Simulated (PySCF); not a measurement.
```xyz
4
charge 0 multiplicity 1, angstrom
Co    0.0000    0.0000   -0.6997
I     2.2416    0.0000    0.1152
I    -1.1208    1.9413    0.1152
I    -1.1208   -1.9413    0.1152
```

All numbers come from PySCF, PBE, basis Co def2-SVP, I def2-SVP with ECP28 (scalar-relativistic core potentials, no spin–orbit coupling, density fitting).

This geometry of CoI₃ is a stationary point at this level.

(1) What is the point group?

(2) Is it a minimum?

(3) List the harmonic modes with their infrared intensities.

(4) What are the dipole moment and the gap between the highest occupied and lowest empty levels?

(5) What is the atomisation energy, with and without zero-point energy?

## Answers

(1) C3v.

(2) Yes: all harmonic wavenumbers are real, though the softest, 51 cm⁻¹, leaves little margin.

(3) 
```
symmetry  ω (cm⁻¹)  IR (km/mol, summed over degenerate members)
       e        51                                          0.0
      a1        69                                          0.6
      a1       212                                          3.8
       e       298                                         38.6
```

(4) 0.91 D and 0.44 eV.

(5) 737 kJ/mol without, 731 kJ/mol with.

Stability towards spin polarisation was not tested. Other isomers or separated fragments may lie lower. At this level a quintet minimum of D3h symmetry lies 124 kJ/mol below this structure.
